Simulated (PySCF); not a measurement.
**Unknowns**

[PySCF 2.14.0 with density-fitted response routines: geometry from GFN2-xTB; J couplings at B3LYP/pcJ-1 (spin–dipole term left out of most H,H and C,H couplings); σ from GIAO-PBE0/pcSseg-1; relativity neglected; a single conformation; rapidly exchanging positions averaged; gas phase]

Scale: TMS for ¹H and ¹³C (reference shieldings calculated alike). Multiplet labels drop J under 1 Hz and among equivalent protons, and merge close values. Unscaled 3J(H,H) run several per cent high. Where no couplings were computed, multiplicities follow the n + 1 count of equivalent neighbours, and m marks all less simple cases (inequivalent or close neighbours, rings, F or P nearby). One-bond C–F couplings are unscaled and too large by tens of Hz. Shifts are as computed. Against solution values, carbons near 30 ppm lie about +3 ppm off and those near 130 ppm about +5 ppm. Of 1211 compounds with measured shifts, 218 miss one by over three times the rms of a fit or turn the order of signals round; such compounds aren't used in these exercises.

Problem. C6H10O2Si. ¹H NMR (300 MHz, computed): δ 7.10 (d, 1H), 5.92 (s, 1H), 5.13 (m, 2H), 4.45 (m, 1H), 2.02 (q, 2H), 1.13 (t, 3H). ¹³C{¹H} NMR (computed): δ 165.0, 145.4, 128.3, 99.3, 32.8, 18.5. Identify the compound.

Solution. `CCC1=CO[SiH2]C=CO1`. The formula gives 3 degrees of unsaturation (1 ring in the answer). 6 carbon signals for 6 carbons: no two carbons are equivalent. Carbon types of the structure: 1 × C, 3 × CH, 1 × CH2, 1 × CH3, leaving 2 H on heteroatoms. δC 165.0, 145.4, 128.3: alkene carbon bearing oxygen. δC 99.3: β carbon of an enol-ether or enamine type C=C; the O or N lone pair pushes π density onto this β carbon and shields it. δH 7.10, 5.92: hydrogen on an alkene carbon bearing oxygen; a vinylic proton, deshielded by the sp2 carbon and the C=C anisotropy. δH 2.02: hydrogen on an allylic sp3 CH2; allylic position.

This is the structure that produced the data.

Problem. C4H4F2. ¹H NMR (400 MHz, computed): δ 6.95 (tdt, J = 12.5, 3.7, 1.6 Hz, 1H), 6.36 (dt, J = 3.7, 1.3 Hz, 1H), 3.15 (ddt, J = 3.5, 2.3, 1.5 Hz, 2H). ¹³C{¹H} NMR (computed): δ 152.2 (t, J = 15.8 Hz), 145.3 (t, J = 24.7 Hz), 124.4 (t, J = 339.1 Hz), 49.6 (t, J = 23.1 Hz). Give a structure.

Solution. `FC1(F)C=CC1`. The formula gives 2 degrees of unsaturation (1 ring in the answer). 4 carbon signals for 4 carbons: no two carbons are equivalent. Carbon types of the structure: 1 × C, 2 × CH, 1 × CH2, which accounts for all hydrogens. δC 152.2, 145.3: alkene CH; as expected for a trigonal carbon in a double bond. δC 124.4: allylic fully substituted sp3 carbon bonded to 2 F; 2 electronegative neighbours deshield it. δC 49.6: allylic sp3 CH2; a saturated carbon with 2 carbon neighbours and no heteroatom attached. δH 6.95, 6.36: hydrogen on an alkene CH; olefinic region. The protons at 6.36 and 6.95 share a coupling of 3.7 Hz (vicinal, cis across C=C).

The shifts were computed for this structure.
